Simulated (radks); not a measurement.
Values are calculated unless marked as measured or tabulated.
Mg2+, configuration [Ne]. Code: a radial shooting solver on a logarithmic mesh with Libxc functionals. Model: non-relativistic Kohn-Sham, PBE, spin-polarised, spherical densities, point nucleus.

Radial electron density D(r) = 4 pi r^2 rho(r):

r (bohr)  D(r) (e/bohr)
0.009437         0.9757
0.01047           1.172
0.01153           1.384
0.01279           1.654
0.01419           1.969
0.01575           2.335
0.01733           2.724
0.01923           3.204
0.02134           3.751
0.02368           4.367
0.02607           4.997
0.02892           5.747
0.03209           6.560
0.03561           7.428
0.0392            8.264
0.04349           9.188
0.04826           10.10
0.05355           10.98
0.05895           11.72
0.06541           12.40
0.07258           12.92
0.08053           13.23
0.08864           13.30
0.09836           13.14
0.1091            12.72
0.1211            12.07
0.1333            11.30
0.1479            10.36
0.1641            9.412
0.1821            8.552
0.2005            7.929
0.2224            7.521
0.2468            7.440
0.2739            7.694
0.3015            8.186
0.3345            8.908
0.3712            9.697
0.4118            10.40
0.4533            10.86
0.503             11.03
0.5582            10.81
0.6193            10.17
0.6817            9.267
0.7564            8.025
0.8394            6.632
0.9314            5.216
1.025             3.990
1.138             2.829
1.262             1.892
1.401             1.188
1.542            0.7278
1.711            0.3990
1.898            0.2016
2.106           0.09308
2.318           0.04170
2.572           0.01570

D(r) has 2 maxima, at r = 0.0872, 0.499 bohr, and minima at 0.241 bohr, inside which lie 2.22 electrons.
